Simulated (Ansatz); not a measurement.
Bond stretch in SiNa (anion, charge -1), lowest triplet found (which spin is the ground state isn't settled by this scan).

Levels: ROMP2 = MP2 on ROHF/aug-cc-pVDZ, frozen core (Ansatz, a first-principles code); ROCCSD(T) = CCSD(T) on ROHF/aug-cc-pVDZ, frozen core run with Ansatz; ROCCSDT = CCSDT on ROHF/aug-cc-pVDZ, frozen core (Ansatz); ROCCSDT(Q) = CCSDT(Q)/B on ROHF/aug-cc-pVDZ, frozen core in Ansatz.

Energies are in kJ/mol, each relative to the lowest point of its own curve between 2.41 and 3.46 Å, where full CI is lowest.

```json
[
 {"R / Å": "1.99", "ROMP2": "222.7", "ROCCSD(T)": "232.5", "ROCCSDT": "232.4", "ROCCSDT(Q)": "232.6"},
 {"R / Å": "2.16", "ROMP2": "118.8", "ROCCSD(T)": "127.9", "ROCCSDT": "128.1", "ROCCSDT(Q)": "128.1"},
 {"R / Å": "2.28", "ROMP2": "71.5", "ROCCSD(T)": "80.0", "ROCCSDT": "80.3", "ROCCSDT(Q)": "80.2"},
 {"R / Å": "2.41", "ROMP2": "37.7", "ROCCSD(T)": "45.2", "ROCCSDT": "45.5", "ROCCSDT(Q)": "45.4"},
 {"R / Å": "2.53", "ROMP2": "18.3", "ROCCSD(T)": "24.5", "ROCCSDT": "24.8", "ROCCSDT(Q)": "24.7"},
 {"R / Å": "2.61", "ROMP2": "10.0", "ROCCSD(T)": "15.1", "ROCCSDT": "15.4", "ROCCSDT(Q)": "15.3"},
 {"R / Å": "2.73", "ROMP2": "2.7", "ROCCSD(T)": "6.1", "ROCCSDT": "6.3", "ROCCSDT(Q)": "6.2"},
 {"R / Å": "2.80", "ROMP2": "0.7", "ROCCSD(T)": "3.0", "ROCCSDT": "3.1", "ROCCSDT(Q)": "3.0"},
 {"R / Å": "2.87", "ROMP2": "0.0", "ROCCSD(T)": "1.0", "ROCCSDT": "1.1", "ROCCSDT(Q)": "1.1"},
 {"R / Å": "2.99", "ROMP2": "1.2", "ROCCSD(T)": "0.0", "ROCCSDT": "0.0", "ROCCSDT(Q)": "0.0"},
 {"R / Å": "3.15", "ROMP2": "6.1", "ROCCSD(T)": "1.8", "ROCCSDT": "1.7", "ROCCSDT(Q)": "1.7"},
 {"R / Å": "3.31", "ROMP2": "13.2", "ROCCSD(T)": "5.8", "ROCCSDT": "5.7", "ROCCSDT(Q)": "5.7"},
 {"R / Å": "3.46", "ROMP2": "21.1", "ROCCSD(T)": "10.8", "ROCCSDT": "10.6", "ROCCSDT(Q)": "10.7"},
 {"R / Å": "3.75", "ROMP2": "37.1", "ROCCSD(T)": "21.8", "ROCCSDT": "21.6", "ROCCSDT(Q)": "21.7"},
 {"R / Å": "4.03", "ROMP2": "52.0", "ROCCSD(T)": "32.4", "ROCCSDT": "32.3", "ROCCSDT(Q)": "32.5"},
 {"R / Å": "4.45", "ROMP2": "71.6", "ROCCSD(T)": "46.6", "ROCCSDT": "46.7", "ROCCSDT(Q)": "46.8"},
 {"R / Å": "4.88", "ROMP2": "87.8", "ROCCSD(T)": "58.2", "ROCCSDT": "58.5", "ROCCSDT(Q)": "58.6"},
 {"R / Å": "5.51", "ROMP2": "105.3", "ROCCSD(T)": "70.2", "ROCCSDT": "70.7", "ROCCSDT(Q)": "70.8"},
 {"R / Å": "6.04", "ROMP2": "115.7", "ROCCSD(T)": "77.0", "ROCCSDT": "—", "ROCCSDT(Q)": "—"}
]
```

A dash means that the run gave no value there, or that the column was ended at a point which the program doubted or which failed a test of continuity chosen for this set; such a test can also cut sound points.

The T1 diagnostic of CCSD on the restricted reference of ROMP2, ROCCSD(T), ROCCSDT, ROCCSDT(Q) exceeds 0.045 at 1.99 to 6.04 Å. Where the anion isn't bound against loss of the electron, the finite basis alone holds it.
